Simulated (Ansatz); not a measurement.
Basis-set series for CH₂AlClO₂. The species carries charge 0 and has multiplicity 1. The bonds changed during the relaxation, so this is another structure than the one it started from. The structure was optimised at the PBE0-D4/def2-TZVP level. It is one conformer, not always the lowest.

```xyz
7

O    -0.515   -0.772   -0.805
C    -0.023   -1.204    0.275
O     0.539   -0.371    1.040
Al    0.131    0.943   -0.280
Cl   -1.417    2.214    0.329
H    -0.079   -2.265    0.537
H     1.364    1.455   -1.096
```

```
functional       basis  functions  energy (Eh)  HOMO (eV)  LUMO (eV)
   PBE0-D4    def2-SVP         88   -891.70837      -8.81      -1.32
   PBE0-D4  def2-TZVPP        205   -892.17649      -8.89      -1.39
   ωB97M-V    def2-SVP         88   -892.08477     -10.99       1.08
   ωB97M-V  def2-TZVPP        205   -892.55565     -11.13       0.92
```

Give the rows for def2-QZVPP. (An estimate is asked.)

Computed: 
| functional | basis | functions | energy (Eh) | HOMO (eV) | LUMO (eV) |
| --- | --- | --- | --- | --- | --- |
| PBE0-D4 | def2-QZVPP | 371 | -892.20821 | -8.92 | -1.44 |
| ωB97M-V | def2-QZVPP | 371 | -892.58575 | -11.17 | 0.82 |

Positive LUMOs are unbound and depend on the basis.
